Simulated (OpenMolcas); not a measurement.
# Multiplet structure of Cr I

- Program: OpenMolcas 26.06
- Method: CASSCF
- Basis: ANO-RCC-VTZP [6s5p3d2f1g]
- Scalar Hamiltonian: DKH2, point nucleus
- Active space: 6 electrons in 6 orbitals (3d 4s)
- State averaging: 2S+1 = 7 even, 1 root; 2S+1 = 5 even, 23 roots; 2S+1 = 3 even, 9 roots
- Spin-orbit coupling: RASSI with atomic mean-field integrals over the reference wave functions, term energies averaged over their components

Spin-free terms above the lowest, with the occupations of the reference:

| Configuration | Term | E (cm-1) | Occupations |
| --- | --- | --- | --- |
| 3d5 4s | 7S | 0.0 | 3d 5.00 4s 1.00 |
| 3d5 4s | 5S | 11843 | 3d 5.00 4s 1.00 |
| 3d4 4s2 | 5D | 21125 | 3d 4.02 4s 1.98 |
| 3d5 4s | 5G | 27857 | 3d 5.00 4s 1.00 |

With spin-orbit coupling, above the lowest level:

```tsv
Configuration	Term	J	E (cm-1)	Measured (cm-1)	g	Term weight %
3d5 4s	7S	3	0.0	0.0	2.002	100
3d5 4s	5S	2	11849	7593	2.002	100
3d4 4s2	5D	0	20826	7751		100
3d4 4s2	5D	1	20876	7811	1.501	100
3d4 4s2	5D	2	20978	7927	1.501	100
3d4 4s2	5D	3	21131	8095	1.501	100
3d4 4s2	5D	4	21335	8308	1.501	100
3d5 4s	5G	4	27863	20524	1.150	100
3d5 4s	5G	5	27863	20524	1.267	100
3d5 4s	5G	3	27863	20521	0.916	100
3d5 4s	5G	2	27863	20517	0.332	100
3d5 4s	5G	6	27863	20520	1.334	100
```

Against the 11 measured excited levels shown (NIST Handbook of Basic Atomic Spectroscopic Data) the mean absolute deviation is 9700 cm-1; the largest miss in energy is 3d4 4s2 5D0: computed 20826, measured 7751 cm-1 (+168.7 %).

Spin-orbit coupling puts the lowest level 6.7 cm-1 below the lowest spin-free term.

Without dynamic correlation excited terms often stand tens of per cent too high (terms of higher spin than the ground term too low), and those without a measured partner can miss by more than the paired ones. A single d shell beside an s shell can misplace configurations of different d count against each other. Measured partners are found by configuration, term and J. A level has none where our copy of the source lacks it or the pairing is in doubt (some pairs that miss far off the trend of their configuration count as doubtful), and it then counts in no deviation. Only configurations of the active space appear. The first state left out of the spin-orbit step lies near 36000 cm-1 above the lowest spin-free state of the reference (among the parities and spins computed), and the list stops at four fifths of that energy or lower.

The term weight is that of the spin-free term in the level, not the purity of its configuration.
